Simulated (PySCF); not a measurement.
Species: C₇H₉ClNP.
Atom-mapped SMILES: `[CH3:1][N:2]([CH3:3])[c:4]1[cH:5][cH:6][p:7][c:8]([Cl:9])[cH:10]1` (hydrogens: H11, H12, H13 on C1; H14, H15, H16 on C3; H17 on C5; H18 on C6; H19 on C10)

The same species was optimised twice, with GFN2-xTB and with PBE0-D3(BJ)/def2-SVP (PySCF), and the same property calculations (PySCF, gas phase) were run on both structures.

```tsv
coordinate	GFN2-xTB	PBE0-D3(BJ)/def2-SVP	change
C5–C6 (Å)	1.372	1.383	+0.011
C4–C10 (Å)	1.404	1.415	+0.011
C8–C10 (Å)	1.374	1.384	+0.010
P7–C8 (Å)	1.743	1.753	+0.010
C4–C5 (Å)	1.406	1.416	+0.010
C8–Cl9 (Å)	1.739	1.745	+0.006
C6–P7 (Å)	1.736	1.741	+0.005
N2–C4 (Å)	1.368	1.371	+0.003
N2–C3 (Å)	1.442	1.440	-0.002
C1–N2 (Å)	1.442	1.441	-0.001
C1–N2–C3 (°)	117.8	119.5	+1.7
C3–N2–C4 (°)	121.2	120.2	-1.0
P7–C8–Cl9 (°)	115.2	115.9	+0.7
C1–N2–C4 (°)	121.0	120.3	-0.7
C4–C5–C6 (°)	124.3	123.7	-0.6
C5–C6–P7 (°)	127.6	128.1	+0.5
Cl9–C8–C10 (°)	116.9	116.4	-0.5
P7–C8–C10 (°)	127.9	127.6	-0.3
C1–N2–C4–C5 (°)	170	180	+10
```

Rotational constants: A = 1637, B = 659.1, C = 474.1 MHz (GFN2-xTB) against A = 1614, B = 658.1, C = 470.3 MHz (PBE0-D3(BJ)/def2-SVP). Point groups within 0.08 Å: C1 and Cs.

On the GFN2-xTB structure: HOMO (eV) -5.81 [PBE0/pcSseg-1]; LUMO (eV) -1.04 [PBE0/pcSseg-1]; dipole (D) 5.72 [PBE0/pcSseg-1]; GIAO shielding of C1/C3 (mean) (ppm) 145.1 [PBE0/pcSseg-1]; GIAO shielding of N2 (ppm) 192.6 [PBE0/pcSseg-1]; GIAO shielding of C4 (ppm) 32.7 [PBE0/pcSseg-1]; GIAO shielding of C5 (ppm) 67.4 [PBE0/pcSseg-1]; GIAO shielding of C6 (ppm) 21.0 [PBE0/pcSseg-1]; GIAO shielding of P7 (ppm) 174.8 [PBE0/pcSseg-1]; GIAO shielding of C8 (ppm) 4.0 [PBE0/pcSseg-1]; GIAO shielding of Cl9 (ppm) 657.9 [PBE0/pcSseg-1].

What do these properties become on the PBE0-D3(BJ)/def2-SVP structure?

| property | level | on GFN2-xTB | on PBE0-D3(BJ)/def2-SVP | change |
| --- | --- | --- | --- | --- |
| HOMO (eV) | PBE0/pcSseg-1 | -5.81 | -5.85 | -0.04 |
| LUMO (eV) | PBE0/pcSseg-1 | -1.04 | -1.09 | -0.05 |
| dipole (D) | PBE0/pcSseg-1 | 5.72 | 5.69 | -0.03 |
| energy, GFN2-xTB geometry as zero (kcal/mol) | PBE0/pcSseg-1 | 0.0 | -0.5 | -0.5 |
| GIAO shielding of C1/C3 (mean) (ppm) | PBE0/pcSseg-1 | 145.1 | 142.8 | -2.3 |
| GIAO shielding of N2 (ppm) | PBE0/pcSseg-1 | 192.6 | 189.0 | -3.6 |
| GIAO shielding of C4 (ppm) | PBE0/pcSseg-1 | 32.7 | 31.5 | -1.2 |
| GIAO shielding of C5 (ppm) | PBE0/pcSseg-1 | 67.4 | 65.2 | -2.2 |
| GIAO shielding of C6 (ppm) | PBE0/pcSseg-1 | 21.0 | 18.8 | -2.2 |
| GIAO shielding of P7 (ppm) | PBE0/pcSseg-1 | 174.8 | 169.9 | -4.9 |
| GIAO shielding of C8 (ppm) | PBE0/pcSseg-1 | 4.0 | 0.9 | -3.1 |
| GIAO shielding of Cl9 (ppm) | PBE0/pcSseg-1 | 657.9 | 652.4 | -5.5 |

The heavy atoms differ by 0.092 Å rms after alignment. Among bonds between heavy atoms C4–C5, C4–C10, C5–C6, P7–C8 and C8–C10 change most and about equally (+0.010 to +0.011 Å). Changes are differences of the printed values. Neither structure is proved a minimum here.

The values belong to the conformer `[CH3:1][N:2]([CH3:3])[c:4]1[cH:5][cH:6][p:7][c:8]([Cl:9])[cH:10]1`: C1–N2–C4–C5 180°.
